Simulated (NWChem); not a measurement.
Molecule: CsBr; SMILES [Br][Cs]

Program: NWChem. Geometry: optimised at PBE0-D3(BJ)/def2-TZVP. def2 effective core potentials on Cs; no spin-orbit coupling. Total energies compare along this basis series because the functional is fixed.

```csv
level,basis functions,energy (Ha),highest occupied level (eV),orbital gap (eV),dipole (D),relative time
PBE0/def2-SVP,56,-2593.7847,-5.48,4.24,10.66,1
PBE0/def2-SVPD,68,-2593.7909,-5.68,4.45,11.18,1
PBE0/def2-TZVP,77,-2594.1006,-5.72,4.52,10.86,2
PBE0/def2-TZVPP,84,-2594.1012,-5.73,4.53,10.86,3
PBE0/def2-QZVP,123,-2594.1543,-5.75,4.55,10.85,10
```

Times are rough ratios from one shared machine.
